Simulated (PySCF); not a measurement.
Core-level binding energies of AsP3SSS nortricyclane

Compound: AsP3SSS nortricyclane, AsP₃S₃.
Bonds: As1–S2, As1–S5, As1–S7, S2–P3, P3–P4, P3–P6, P4–S5, P4–P6, P6–S7.

Method used: delta-SCF UKS SCAN, pcX-2 on the ionised atom, pcseg-1 elsewhere, spin-free X2C (PySCF). Each binding energy is the total energy of the core-ionised species, with the hole localised on one atom, minus that of the ground state; both are solved self-consistently, so orbital relaxation is included.

Problem. What binding energy does each computed site have?

Solution. 
```tsv
atom(s)	environment	level	binding energy (eV)	2p1/2 (eV)	count
P3/P4/P6	phosphorus bonded to 2 P and S	P 2p3/2	136.91	137.80	3
P3/P4/P6	phosphorus bonded to 2 P and S	P 1s	2150.50	–	3
S2/S5/S7	sulfur bonded to As and P	S 1s	2477.17	–	3
```

Problem. Express the binding energy of P 2p3/2 of P3/P4/P6 in atomic units and per mole.

Solution. 136.91 eV = 5.0313 Eh = 13210 kJ/mol.

The first atom of each set that the bonding makes equivalent was ionised and stands for the set. Not every level is listed. For 2p shells one spin-free hole was relaxed; a mean-field spin–orbit operator and the ground-state splitting of the three 2p orbitals were then diagonalised within the shell. The shell's mean is (2 × 2p3/2 + 2p1/2)/3, and the degeneracies 2j + 1 give areas of 2:1. 2p1/2 minus 2p3/2 (ligand field included): P 0.89 eV. No level of arsenic is listed. Isolated species at its PBE0-D3(BJ)/def2-SVP geometry (one conformer only).

The run took 24 s wall on one thread of an Arm Neoverse V2, shared host with 192 logical CPUs at a one-minute load of 50, and the process peaked at 0.54 GiB of memory.
